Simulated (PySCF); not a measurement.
## Electron correlation in Se²⁺ (selenium, charge +2)

[Ar] 3d10 4s1 4p2 5s1, high-spin 5P determinant (an excited configuration). Calculation: PySCF 2.14, in x2c-TZVPPall with one added diffuse shell each of s, p, d type (7s6p5d1f, 57 functions); scalar relativity by spin-free X2C-1e. Frozen: [Ne]; 22 electrons correlated.

```json
{"level": "CCSD", "correlation energy (mhartree)": "-198.76"}
{"level": "(T)", "correlation energy (mhartree)": "-4.71"}
{"level": "CCSD(T)", "correlation energy (mhartree)": "-203.47"}
```

Diagnostics: T1 = 0.082, D1 = 0.5446, largest double amplitude 0.120.

The outer electron is Rydberg-like, and this basis confines it to a smaller radius and binds it less than a complete one would. T1 exceeds 0.03, a sign that the reference determinant is poor.

Cost of the coupled-cluster step: roughly 19 core-seconds, for 22 correlated electrons.

Iterations:

```
CC2 = 0
CCSD nocc = (np.int64(13), np.int64(9)), nmo = (52, 52)
frozen orbitals [[0, 1, 2, 3, 4], [0, 1, 2, 3, 4]]
max_cycle = 100
direct = 0
conv_tol = 1e-08
conv_tol_normt = 1e-06
diis_space = 8
diis_start_cycle = 0
Init t2, MP2 energy = -0.202449887764956
Init E_corr(UCCSD) = -0.202449887832388
cycle = 1  E_corr(UCCSD) = -0.190376567165234  dE = 0.0120733207  norm(t1,t2) = 0.0501129
cycle = 2  E_corr(UCCSD) = -0.197374211484198  dE = -0.00699764432  norm(t1,t2) = 0.0325026
cycle = 3  E_corr(UCCSD) = -0.197357106061513  dE = 1.71054227e-05  norm(t1,t2) = 0.030648
cycle = 4  E_corr(UCCSD) = -0.197157210454603  dE = 0.000199895607  norm(t1,t2) = 0.0312342
cycle = 5  E_corr(UCCSD) = -0.197475083484081  dE = -0.000317873029  norm(t1,t2) = 0.0310278
cycle = 6  E_corr(UCCSD) = -0.198428009779269  dE = -0.000952926295  norm(t1,t2) = 0.0286559
cycle = 7  E_corr(UCCSD) = -0.19813023355332  dE = 0.000297776226  norm(t1,t2) = 0.0163323
cycle = 8  E_corr(UCCSD) = -0.198767670615384  dE = -0.000637437062  norm(t1,t2) = 0.00465955
cycle = 9  E_corr(UCCSD) = -0.198761590349935  dE = 6.08026545e-06  norm(t1,t2) = 0.0015365
cycle = 10  E_corr(UCCSD) = -0.198772064588557  dE = -1.04742386e-05  norm(t1,t2) = 0.000583749
cycle = 11  E_corr(UCCSD) = -0.19875471686179  dE = 1.73477268e-05  norm(t1,t2) = 0.000191273
cycle = 12  E_corr(UCCSD) = -0.198757429069046  dE = -2.71220726e-06  norm(t1,t2) = 6.97585e-05
cycle = 13  E_corr(UCCSD) = -0.198757985669213  dE = -5.56600167e-07  norm(t1,t2) = 1.1365e-05
cycle = 14  E_corr(UCCSD) = -0.198757969776568  dE = 1.58926455e-08  norm(t1,t2) = 4.46086e-06
cycle = 15  E_corr(UCCSD) = -0.198757941664474  dE = 2.81120938e-08  norm(t1,t2) = 3.73418e-06
cycle = 16  E_corr(UCCSD) = -0.198757962470352  dE = -2.08058774e-08  norm(t1,t2) = 3.77094e-06
cycle = 17  E_corr(UCCSD) = -0.198757974990764  dE = -1.25204128e-08  norm(t1,t2) = 3.66952e-06
cycle = 18  E_corr(UCCSD) = -0.198757962697434  dE = 1.22933309e-08  norm(t1,t2) = 3.75329e-06
cycle = 19  E_corr(UCCSD) = -0.198758011436802  dE = -4.87393689e-08  norm(t1,t2) = 2.8561e-06
cycle = 20  E_corr(UCCSD) = -0.198757980165208  dE = 3.12715947e-08  norm(t1,t2) = 5.32507e-07
cycle = 21  E_corr(UCCSD) = -0.198757984040464  dE = -3.87525614e-09  norm(t1,t2) = 2.21875e-07
UCCSD converged
E(UCCSD) = -2426.324819857728  E_corr = -0.1987579840404639
UCCSD(T) correction = -0.00471332447918067
```

This basis was not built for core-valence correlation, so the inner-shell part is incomplete.
